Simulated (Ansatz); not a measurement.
Reaction (ligand exchange at the Sn–N bond): `FC[NH][SnH3]` + `OCO` → `OC[O][SnH3]` + `NCF`

Gas-phase electronic energies from Ansatz, PBE0-D4/def2-TZVP geometries. CCSD(T)/CBS adds triple-zeta CCSD(T) − MP2 to the extrapolated MP2 energy (def2 sets, frozen cores). This one scheme is used for every species. def2 core potentials past Kr. For Sn outer-core shells are correlated without core-valence functions, which leaves a few kJ/mol of doubt a bond. Each species was taken in one conformer, which may not be the lowest.

```tsv
species	HF/def2-QZVPP energy (Eh)
`FC[NH][SnH3]`	-408.66898
`OCO`	-190.00757
`OC[O][SnH3]`	-404.50910
`NCF`	-194.17582
```

Q: Work out ΔE.

A: ΔE = (-404.50910) + (-194.17582) − (-408.66898) − (-190.00757) = -0.00837 Eh = -5.3 kcal/mol. CCSD(T)/CBS gives -3.4 kcal/mol.

Largest T1 diagnostic among the species: 0.013.

In def2-TZVPP, CCSD(T) changes the Hartree–Fock value by +2.2 kcal/mol (the triples alone add +0.1 kcal/mol) and MP2 by +2.3 kcal/mol.
